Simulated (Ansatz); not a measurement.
C$_{2}$H$_{4}$GeS, SMILES `C1=[CH][GeH2][S]1`. Total charge 0; spin multiplicity 1.

| atom | x (Å) | y (Å) | z (Å) |
| --- | --- | --- | --- |
| C1 | -0.3221 | -1.0080 | -0.7564 |
| C2 | 0.2997 | 0.1701 | -0.8932 |
| Ge3 | 0.1288 | 0.7140 | 0.9497 |
| S4 | -0.8760 | -1.3199 | 0.8998 |
| H5 | -0.5086 | -1.7515 | -1.5274 |
| H6 | 0.7203 | 0.5739 | -1.8041 |
| H7 | 1.3853 | 0.7576 | 1.8317 |
| H8 | -0.8273 | 1.8638 | 1.3000 |

Task: What are the harmonic wavenumbers in cm⁻¹ at PBE0-D4/def2-TZVP (Ansatz, finite differences of forces, unscaled)? (Estimate.)

Result: The calculation gave: 263, 358, 464, 516, 567, 662, 699, 718, 783, 869, 955, 1062, 1263, 1568, 2156, 2164, 3166, 3231.

Task: Is this a minimum?

Result: Yes, all 18 modes are real.

Task: Give the ideal-gas thermochemistry at 298.15 K and 1 bar (rigid rotor, harmonic oscillator; point group Cs, symmetry number 1).

Result: Zero-point energy 128.4 kJ/mol; H(298) − E = 143.7 kJ/mol; entropy 305.1 J/(mol·K), of which translation 169.8, rotation 109.3, vibration 26.0; G(298) − E = 52.7 kJ/mol.
